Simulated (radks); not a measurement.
Excited configurations of the dysprosium ion Dy2+: one electron is placed in a higher orbital outside [Xe] 4f9. The ground configuration is [Xe] 4f10. Method: scalar-relativistic Kohn-Sham, BLYP, spin-unpolarised, spherical densities, point nucleus; computed with a radial shooting solver on a logarithmic mesh with Libxc functionals. Excitation = E - E(ground); binding = E(ion) - E, where the ion is the core of charge +3; n* = 3/sqrt(2 binding) in atomic units, and the quantum defect is n - n*.

| outer orbital | excitation (eV) | binding (eV) | quantum defect | eigenvalue (eV) | <r> (bohr) |
|---|---|---|---|---|---|
| 5d | 5.581 | 19.925 | 2.521 | -15.179 | 2.353 |
| 5f | 17.615 | 7.891 | 1.061 | -6.113 | 5.612 |
| 6s | 5.457 | 20.049 | 3.529 | -16.687 | 3.235 |
| 6p | 10.298 | 15.208 | 3.162 | -12.516 | 3.904 |
| 6d | 15.969 | 9.537 | 2.417 | -7.866 | 5.631 |
| 6f | 20.130 | 5.376 | 1.228 | -4.372 | 9.597 |
| 7s | 15.297 | 10.209 | 3.537 | -8.698 | 6.209 |
| 7d | 19.478 | 6.028 | 2.493 | -5.032 | 9.498 |
| 7f | 21.657 | 3.849 | 1.359 | -3.211 | 14.45 |

The Delta-SCF ionisation energy is 25.506 eV (NIST Atomic Spectra Database: 22.89 eV, semi-empirical). Self-interaction in the functional shifts the binding energies and quantum defects, so they are the method's values and not measured ones. Spin polarisation and multiplet splitting are left out, so open shells lie too high by an amount that depends on their filling. Spin-orbit splitting is averaged out at the scalar-relativistic level.

Beside tabulated values, note that spin-unpolarised runs miss the spin-polarisation part of the exchange energy of open shells.
